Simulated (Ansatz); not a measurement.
A nudged elastic band was laid between two geometries of Cl3FH3HfN (9 atoms, charge 0, multiplicity 1).

Method: Ansatz 0.2.0, RKS BHLYP-D4/def2-SVP.

* movable images: 7
* climbing image: yes
* spring: 5.0 eV/Å²
* optimiser: quadratic models (default)
* start path: through a guess of the saddle point
* force threshold: 0.2 eV/Å
* iteration limit: 60
* end points: relaxed

Initial state:

```xyz
9
Properties=species:S:1:pos:R:3
Hf -0.026 -0.642 0.008
N 0.528 -0.009 2.268
H -0.238 -0.211 2.901
H 0.743 0.977 2.372
Cl 2.163 0.172 -0.417
Cl -1.748 0.961 0.337
Cl -0.605 -1.422 -2.145
F -0.173 -2.299 0.945
H 1.333 -0.524 2.608
```

Final state:

```xyz
9
Properties=species:S:1:pos:R:3
Hf 0.538 -0.223 -0.013
N -0.115 -0.486 2.292
H -1.108 -0.354 2.446
H 0.367 0.180 2.886
Cl 1.336 0.013 -2.224
Cl -0.476 1.903 0.289
Cl -0.895 -2.096 -0.288
F 2.212 -0.523 0.853
H 0.118 -1.411 2.637
```

Q: What changes between the two ends?

A: No bond is made or broken.  The two ends are copies of one structure, up to a mirror image or an exchange of like atoms.

Q: What energy profile does the band end with?

A: It converged. The highest image is number 4 of 0 to 8, 0.265 eV above the ends, which have the same energy within 2 meV. The threshold of 0.2 eV/Å is loose, so the images may lie well off the minimum-energy path. Another band between the same ends (7 images) ends at a top of the same energy, where a vibrational analysis finds 1 clearly imaginary mode.

```tsv
image	path coordinate (Å)	energy (eV)
0	0.00	0.000
1	0.68	0.045
2	1.35	0.153
3	2.03	0.236
4	2.71	0.265
5	3.41	0.242
6	4.12	0.160
7	4.83	0.048
8	5.53	0.000
```

Q: What is the geometry of the highest image?

A: 
```xyz
9
Properties=species:S:1:pos:R:3:forces:R:3
Hf 0.275 -0.493 -0.016 -0.10 0.13 -0.02
N 0.223 -0.207 2.325 -0.08 0.00 -0.01
H -0.714 -0.344 2.691 0.01 -0.01 0.00
H 0.483 0.733 2.604 0.04 -0.02 0.03
Cl 1.923 0.522 -1.346 0.03 -0.01 -0.01
Cl -1.173 1.420 0.292 0.00 0.00 -0.01
Cl -1.239 -1.859 -1.185 0.01 -0.03 0.00
F 1.360 -1.893 0.745 0.06 -0.11 0.01
H 0.840 -0.878 2.769 0.02 0.04 0.02
```

Run time: 3.3 min on 4 threads of Arm Neoverse V2 (shared host), peak memory 0.4 GiB.
